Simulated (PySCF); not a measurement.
Isomers of C5H6O3S, mass 146.004 u with the commonest isotopes. Level of theory: PBE0/pcSseg-1 in PySCF (dipole) on a GFN2-xTB geometry, gas phase. One conformer each, none proved a minimum here; rigid rotors.

Task: Order these by out-of-plane moment Σ m c² = (Ia + Ib − Ic)/2, smallest first.
A. `[O:1]=[CH:2][C:3]1=[CH:4][S:5](=[O:6])(=[O:7])[CH2:8][CH2:9]1` with O1–C2–C3–C4 179°, C3–C4–S5–O6 128°, C4–S5–C8–C9 -21°, S5–C8–C9–C3 23°, C2–C3–C9–C8 164°
B. `[O:1]=[CH:2][O:3][C@@H:4]1[CH2:5][CH:6]=[CH:7][S@@:8]1=[O:9]` with O1–C2–O3–C4 3°, C2–O3–C4–C5 170°, O3–C4–C5–C6 -138°, C4–C5–C6–C7 12°, C6–C7–S8–O9 94°, O3–C4–S8–C7 139°
C. `[O:1]=[CH:2][O:3][C:4]1=[CH:5][S@@:6](=[O:7])[CH2:8][CH2:9]1` with O1–C2–O3–C4 1°, C2–O3–C4–C5 4°, C4–C5–S6–O7 -89°, C5–S6–C8–C9 -28°, S6–C8–C9–C4 30°, O3–C4–C9–C8 162°

Result: C (31.10 u·Å²), B (38.24 u·Å²), A (51.95 u·Å²).

Task: Order these by rotational constant A, smallest first.
A. `[O:1]=[CH:2][O:3][C@@H:4]1[CH2:5][CH:6]=[CH:7][S@@:8]1=[O:9]` with O1–C2–O3–C4 3°, C2–O3–C4–C5 170°, O3–C4–C5–C6 -138°, C4–C5–C6–C7 12°, C6–C7–S8–O9 94°, O3–C4–S8–C7 139°
B. `[O:1]=[CH:2][O:3][C:4]1=[CH:5][S@@:6](=[O:7])[CH2:8][CH2:9]1` with O1–C2–O3–C4 1°, C2–O3–C4–C5 4°, C4–C5–S6–O7 -89°, C5–S6–C8–C9 -28°, S6–C8–C9–C4 30°, O3–C4–C9–C8 162°
C. `[O:1]=[CH:2][C:3]1=[CH:4][S:5](=[O:6])(=[O:7])[CH2:8][CH2:9]1` with O1–C2–C3–C4 179°, C3–C4–S5–O6 128°, C4–S5–C8–C9 -21°, S5–C8–C9–C3 23°, C2–C3–C9–C8 164°

Result: A (2637 MHz), B (3021 MHz), C (3556 MHz).

Task: Order these by rotational constant C, smallest first.
A. `[O:1]=[CH:2][C:3]1=[CH:4][S:5](=[O:6])(=[O:7])[CH2:8][CH2:9]1` with O1–C2–C3–C4 179°, C3–C4–S5–O6 128°, C4–S5–C8–C9 -21°, S5–C8–C9–C3 23°, C2–C3–C9–C8 164°
B. `[O:1]=[CH:2][O:3][C@@H:4]1[CH2:5][CH:6]=[CH:7][S@@:8]1=[O:9]` with O1–C2–O3–C4 3°, C2–O3–C4–C5 170°, O3–C4–C5–C6 -138°, C4–C5–C6–C7 12°, C6–C7–S8–O9 94°, O3–C4–S8–C7 139°
C. `[O:1]=[CH:2][O:3][C:4]1=[CH:5][S@@:6](=[O:7])[CH2:8][CH2:9]1` with O1–C2–O3–C4 1°, C2–O3–C4–C5 4°, C4–C5–S6–O7 -89°, C5–S6–C8–C9 -28°, S6–C8–C9–C4 30°, O3–C4–C9–C8 162°

Result: C (760.6 MHz), A (822.6 MHz), B (1043 MHz).

```tsv
SMILES	point group	Ia (u·Å²)	Ib (u·Å²)	Ic (u·Å²)	κ	μa (D)	μb (D)	μc (D)
O=COC1=C[S@@](=O)CC1	C1	167.31	559.34	664.44	-0.87	1.79	3.91	1.70
O=CO[C@@H]1CC=C[S@@]1=O	C1	191.62	369.27	484.40	-0.59	2.52	3.68	1.22
O=CC1=CS(=O)(=O)CC1	C1	142.13	576.16	614.39	-0.96	2.17	0.56	0.67
```
